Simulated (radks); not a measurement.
Q: Species: Se3+. Configuration: [Ar] 3d10 4s2 4p1 (the NIST ground configuration). Calculated with a radial shooting solver on a logarithmic mesh with Libxc functionals: Dirac Kohn-Sham, PBEsol, spin-unpolarised, spherical densities, finite nucleus; open shells fill j = l - 1/2 first; Fermi nuclear charge, rms radius 4.14 fm.

Spin-orbit splittings of the eigenvalues, e(l+1/2) - e(l-1/2), with zeta = 2 splitting/(2l+1) and mean radii in bohr:

| shell | occ. | splitting (eV) | zeta (eV) | <r> j=l-1/2 | <r> j=l+1/2 |
|---|---|---|---|---|---|
| 2p | 6 | 41.72 | 27.81 | 0.1686 | 0.1724 |
| 3p | 6 | ? | ? | 0.5822 | 0.5927 |
| 3d | 10 | 0.9010 | 0.3604 | 0.6241 | 0.6283 |
| 4p | 1 | 0.5970 | 0.3980 | 1.861 | 1.887 |

Estimate the 3p splitting.

A: 5.883 eV (zeta = 3.922 eV).
